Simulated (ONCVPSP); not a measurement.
Before and after: ONCV potential for Tb (Z = 65)

terbium (Tb), optimised norm-conserving Vanderbilt (ONCV), made with ONCVPSP 4.0.1 (PBE, fully relativistic). Core [Kr] 4d10 4f8, reference 5s2 5p6 5d1 6s2. Waves: 5s+6s: rc 1.85 bohr, ncon 3, nbas 7, qcut 7.4 1/bohr, 2 projectors; 5p: rc 1.90 bohr, ncon 3, nbas 6, qcut 6.5 1/bohr, 2 projectors, debl 1.2 Ha; 5d: rc 2.50 bohr, ncon 4, nbas 7, qcut 4.3 1/bohr, 2 projectors, debl 2.2 Ha. Local part: polynomial inside 1.55 bohr (lpopt 3, dvloc0 3 Ha). Core correction: Teter function, fcfact 1.75, rcfact 1.7.

Open shells are filled in proportion to 2j + 1.

All-electron outer shells of the reference configuration (PBE, scalar-relativistic, ld1.x):

| shell | level (eV) | outermost node (bohr) | outermost maximum (bohr) |
| --- | --- | --- | --- |
| 5s | -51.27 | 0.64 | 1.18 |
| 5p | -27.89 | 0.69 | 1.33 |
| 4f | -8.97 | – | 0.55 |
| 6s | -4.19 | 1.57 | 3.32 |
| 5d | -2.42 | 0.77 | 1.94 |

Change: p: nproj 1.

Cutoffs: the cutoffs (Ha) at which the residual kinetic energy of the hardest occupied pseudo-wave falls to 1 and 0.1 mHa per electron; they do not see the model core or the augmentation charge, which bear on the density cutoff. Errors are all-electron minus pseudo energies relative to the spin-unpolarised reference configuration.

Q: What does the change do?

A: The potential gets neither clearly harder nor softer (18 Ha and 21 Ha → 18 Ha and 21 Ha); of the 3 tests that both files solve, the error grows in 1 and shrinks in 0 by more than 15 % and 0.3 meV (median size 0.6 → 2.3 meV); the range in which the p3/2 phases agree narrows (upper end at the end of the scan → 1.5); the range in which the p1/2 phases agree narrows (upper end at the end of the scan → -0.1); neither file shows a bound ghost.

| quantity | base | changed |
| --- | --- | --- |
| cutoff, loose | 18 Ha | 18 Ha |
| cutoff, tight | 21 Ha | 21 Ha |
| bound ghosts | none | none |
| GHOST(+) flags under 300 eV | none | none |
| tests counted as reliable (solved cleanly; for ONCVPSP, near-neutral configurations with less than one 5d electron left out) | 3 of 4 | 3 of 4 |
| error for 5s2 5p6 5d1 6s1, meV [ΔE 6.74 eV] | +0.6 | +0.6 |
| error for 5s2 5p6 5d1 6s0, meV [ΔE 19.01 eV] | +2.2 | +2.3 |
| error for 5s2 5p6 5d1 6s1 6p1, meV [ΔE 2.93 eV] | -0.4 | +74 |
| s: phases at 1.88 bohr within 0.05 rad from the reference energy up to (Ha; the scan ends near 5) | to the end of the scan | to the end of the scan |
| p3/2: phases at 1.93 bohr within 0.05 rad from the reference energy up to (Ha; the scan ends near 5) | to the end of the scan | 1.5 |
| p1/2: phases at 1.93 bohr within 0.05 rad from the reference energy up to (Ha; the scan ends near 5) | to the end of the scan | -0.1 |
| d5/2: phases at 2.54 bohr within 0.05 rad from the reference energy up to (Ha; the scan ends near 5) | to the end of the scan | to the end of the scan |
| d3/2: phases at 2.54 bohr within 0.05 rad from the reference energy up to (Ha; the scan ends near 5) | to the end of the scan | to the end of the scan |
| rms error of d²Exc/dni dnj with the model core, mHa | 3.10 | 3.10 |
